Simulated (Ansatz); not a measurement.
An input meant for the cluster GaSb2 (charge 0, doublet; atoms displaced at random, 0.08 Å in each coordinate).

```yaml
crystal:
  periodic: [false, false, false]
  atoms:
    - {symbol: Ga, position_ang: [-0.724709, 0.385746, 1.054829]}
    - {symbol: Sb, position_ang: [0.337218, 0.621204, -0.813848]}
    - {symbol: Sb, position_ang: [0.204852, -0.864476, -0.129952]}
basis:
  gaussian: {orbitals: def2-mTZVPP}
magnetization: {spin_polarized: true, initial_magnetization: 1}
hamiltonian: {xc: {name: HSE06}, pseudopotentials: {relativity: scalar}}
scf: {lower_state_search: full}
```

```sh
$ ansatz run in.yaml --threads 4 --pin off --events-out ev --progress --plain --max-ram 3916MiB
```

It prints (some lines left out):

```
Functional definition: HSE06
1160 factors; integrals over basis functions are off by at most 2.8e-4 eV
66 factors; integrals over basis functions are off by at most 4.9e-7 eV
mean field evaluation 1: about -65824.9518 eV, gradient 1.4e1 eV
mean field evaluation 2: about -65825.0302 eV, gradient 1.4e1 eV
mean field evaluation 4: about -65825.6524 eV, gradient 8.3e-1 eV
mean field evaluation 8: about -65825.6569 eV, gradient 6.9e-2 eV
mean field evaluation 16: about -65825.6573 eV, gradient 2.5e-3 eV
mean field evaluation 32: about -65825.6572 eV, gradient 3.0e-2 eV
mean field evaluation 64: about -65825.2193 eV, gradient 9.4e0 eV
mean field evaluation 96: about -65825.6566 eV, gradient 1.3e-1 eV
mean field evaluation 128: about -65825.6573 eV, gradient 2.0e-3 eV
mean field evaluation 160: about -65744.3291 eV, gradient 2.7e2 eV
mean field evaluation 192: about -65825.6506 eV, gradient 4.1e-1 eV
mean field -65825.65726525 eV, -2419.0482862650 hartree, gradient 1.1e-5 eV, S^2 0.755617; 11 other end points of the search recorded, 0 dependent functions left out
reference -65825.65729447 eV, -2419.0482873387 hartree; 39, 38 occupied and 69, 70 virtual orbitals, 1160 factors
Total energy: -65825.65729447 eV, -2419.0482873387 hartree
Relativity: scalar
```

In this input the geometry is squeezed to about two thirds of its size. Self-consistency was reached. The result belongs to that input, not to the species as meant.

In the def2 sets Sb takes a core potential; there is no spin–orbit coupling. HSE06 is defined as in plane-wave codes, on full-range PBE exchange.
